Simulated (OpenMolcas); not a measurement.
O: effect of the level shift or regulariser

| Property | Result |
| --- | --- |
| Program | OpenMolcas 26.06 |
| Basis | ANO-R3 [4s4p2d1f] |
| Scalar Hamiltonian | X2C, finite nucleus |
| Active space | 4 electrons in 9 orbitals (RAS2 2p; RAS3 3s 3d, at most 1 electron) |
| State averaging | 2S+1 = 3 even, 3 roots; 2S+1 = 1 even, 6 roots; 2S+1 = 5 odd, 1 root; 2S+1 = 3 odd, 6 roots; 2S+1 = 1 odd, 5 roots |
| Spin-orbit coupling | state interaction with AMFI integrals over the reference wave functions, term energies averaged over their components |

Methods on the same reference wave functions:
A. RASSCF
B. SS-RASPT2, IPEA 0.25 Eh, imaginary shift 0.1 Eh (closed shells correlated: 1s 2s)
C. SS-RASPT2, IPEA 0.25 Eh, imaginary shift 0.3 Eh (closed shells correlated: 1s 2s)

Energies in cm⁻¹ above 2s² 2p⁴ ³P₂, the measured ground level; measured values from NIST Handbook of Basic Atomic Spectroscopic Data.

```csv
Level,A,B,C,Measured
2s² 2p⁴ ³P₂,0.0,0.0,0.0,0.0
2s² 2p⁴ ³P₁,148,148,148,158
2s² 2p⁴ ³P₀,221,221,221,227
2s² 2p⁴ ¹D₂,17665,15720,15710,15868
2s² 2p⁴ ¹S₀,43787,38390,38390,33793
2s² 2p³ 3s ⁵S°₂,67876,16200,17730,73768
2s² 2p³ 3s ³S°₁,73835,78650,78650,76795
```

Deviations, from unrounded energies. A percentage is the sum of absolute deviations over the sum of measured energies, with the sign that they share, or ± where signs differ.

```tsv
Against measurement	Levels	A	B	C
mean absolute deviation (cm-1)	6	3400	11000	10000
fine structure of the ground term (%)	2	-4.2	-4.2	-4.2
other terms of the ground configuration (%)	2	+23.7	±9.6	±9.6
other configurations (%)	2	-5.9	±39.5	±38.5
```

A lies closest to measurement on these levels and B furthest from it. The largest miss of A in the table is 2s² 2p⁴ ¹S₀, by +10000 cm-1. The ranking rests on the paired levels alone, and a cruder setting can come out closer through cancelling errors.

Between B and C the level of the table that moves most is 2s² 2p³ 3s ⁵S°₂, by 1500 cm-1 (lowest in B, highest in C). Moves below CASPT2's spread within the term are not significant.

From A to B the spin-free energies of the other terms of 2s² 2p⁴ shown, above ³P, scale by factors of 0.88 to 0.89.

The lowest spin-free term lies below A's lowest term by 0.146 hartree in B, 0.146 hartree in C.

CASPT2 breaks the degeneracy within a term, and the mean is taken; among the terms shown or strongly mixed into the levels shown the widest spread is 72 cm-1 (2s² 2p⁴ ¹D, B). Over all roots computed the reference weight is 0.85 to 0.97 in B; the roots of lowest weight are the least certain, and an intruder state may touch them. ANO sets are built for valence states and can reach diffuse excited orbitals poorly. With the s shell closed, the reference lacks s² → p² mixing. Without dynamic correlation excited terms often stand tens of per cent too high (terms of higher spin than the ground term too low), and those without a measured partner can miss by more than the paired ones (holds for A). Computed and measured levels are paired by configuration, term and J; levels that our copy of the source lacks, or whose pairing is in doubt (as where it misses far off the trend of its configuration), stay unpaired and out of the deviations. Only configurations of the active space appear. The table leaves out levels that lie high or whose names do not pair safely across all columns.

° marks odd parity.
